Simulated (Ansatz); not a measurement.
Start from `CC[CH2][AlH][F]` and change one atom or group to get `CCCCF`.

Ansatz, PBE0-D4/def2-TZVP geometries, multiplicity 1. Each molecule was computed in one conformer, which needn't be the lowest.

| property | `CC[CH2][AlH][F]` |
| --- | --- |
| LUMO energy (B3LYP/def2-TZVPP) / eV | -1.10 |
| HOMO energy (B3LYP/def2-TZVPP) / eV | -7.62 |
| size of the dipole moment (ωB97M-V/def2-TZVPP) / D | 1.84 |
| LUMO energy (PBE/def2-TZVPP) / eV | -1.63 |
| LUMO energy (ωB97M-V/def2-TZVPP) / eV | 0.68 |
| HOMO energy (PBE0/def2-TZVPP) / eV | -7.81 |

Task: What does the change do to each property? (Estimate.)

Result: The calculation gave: 
| property | `CCCCF` | shift |
| --- | --- | --- |
| LUMO energy (B3LYP/def2-TZVPP) / eV | 0.94 | 2.04 |
| HOMO energy (B3LYP/def2-TZVPP) / eV | -8.86 | -1.24 |
| size of the dipole moment (ωB97M-V/def2-TZVPP) / D | 1.75 | -0.09 |
| LUMO energy (PBE/def2-TZVPP) / eV | 0.50 | 2.13 |
| LUMO energy (ωB97M-V/def2-TZVPP) / eV | 2.70 | 2.02 |
| HOMO energy (PBE0/def2-TZVPP) / eV | -9.06 | -1.25 |

With PBE0 the HOMO falls by 1.25 eV and the LUMO rises by 2.15 eV, so the gap widens by about 3.40 eV. PBE moves the HOMO by -0.94 eV and ωB97M-V by -1.39 eV. Dipoles are sizes alone; their direction can turn.

B3LYP here is the variant with VWN-RPA as its local correlation; programs differ in this.
